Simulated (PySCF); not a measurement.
Compound: [TcH9]2- (charge -2 and singlet state).
Cartesian coordinates in Å at the PBE0-D3(BJ)/def2-SVP level; atoms count from 1:
```
atom  x, y, z in Å
Tc1    0.0001    0.0003    0.0002
H2     0.8498    1.4174   -0.0027
H3    -1.6506    0.0204   -0.0054
H4     0.8142   -1.4371    0.0070
H5     1.1837   -0.0108    1.2057
H6     1.1889   -0.0187   -1.1998
H7    -0.5874    1.0485    1.1896
H8    -0.5804    1.0397   -1.1991
H9    -0.6129   -1.0260    1.1958
H10   -0.6055   -1.0338   -1.1914
```

Method used: PBE0-D3(BJ)/def2-SVP geometry optimisation, gas phase, def2 core potentials past Kr (PySCF 2.14.0).

(1) Which atoms are bound to Tc1, and at what distances?

(2) List the angles at Tc1, the widest 15.

(3) Describe the arrangement about Tc1 in numbers.

Results:

(1) 9 atoms: H3 1.651 Å, H4 1.652 Å, H2 1.652 Å, H6 1.689 Å, H5 1.689 Å, H8 1.690 Å, H10 1.690 Å, H9 1.691 Å, H7 1.691 Å.

(2) 
```csv
angle,degrees,distance of the outer atoms (Å)
H6–Tc1–H7,138.7,3.16
H5–Tc1–H8,138.7,3.16
H7–Tc1–H10,138.7,3.16
H8–Tc1–H9,138.6,3.16
H6–Tc1–H9,138.6,3.16
H5–Tc1–H10,138.6,3.16
H2–Tc1–H9,135.1,3.09
H4–Tc1–H7,135.1,3.09
H2–Tc1–H10,135.1,3.09
H4–Tc1–H8,135.0,3.09
H3–Tc1–H5,134.7,3.08
H3–Tc1–H6,134.5,3.08
H2–Tc1–H3,120.2,2.86
H3–Tc1–H4,120.2,2.86
H2–Tc1–H4,119.5,2.85
```

(3) Angles from 69.3° to 138.7°. The Tc–H distances aren't all alike: 1.651 to 1.691 Å. Differences among atoms that D3h makes equivalent are scatter left by the optimiser.

Point group: D3h (tolerance 0.08 Å). Charge -2, singlet. Whether so highly charged an anion holds all its electrons in the gas phase wasn't checked; a finite basis holds them in any case. No counter-ion or solvent screens the charge of this multiply charged ion. Stationary, but not proved a minimum.
